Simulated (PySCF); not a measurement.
Homolysis of single bonds, series Al Br-SiH3. Gas-phase values, no solvent. Strings in code marks are SMILES.

Calculation: PySCF with ωB97X-D3(BJ)/def2-TZVP // PBE0-D3(BJ)/def2-TZVP. 

```json
[
 {"species": "radical fragment (`[Br][Al][Br]`)", "dipole moment (D)": "1.40"},
 {"species": "whole molecule (`[SiH3][Al]([Br])[Br]`)", "dipole moment (D)": "1.40"},
 {"species": "radical fragment (`[SiH3][Al][Br]`)", "dipole moment (D)": "1.64"},
 {"species": "whole molecule (`[SiH3][Al]([SiH3])[Br]`)", "dipole moment (D)": "1.29"},
 {"species": "radical fragment (`[Al]([SiH3])[SiH3]`)", "dipole moment (D)": "0.74"},
 {"species": "whole molecule (`[SiH3][Al]([SiH3])[SiH3]`)", "dipole moment (D)": "?"}
]
```

**Question.** Fill in the missing entries.

**Answer.** 
- whole molecule (`[SiH3][Al]([SiH3])[SiH3]`), dipole moment (D): 0.16
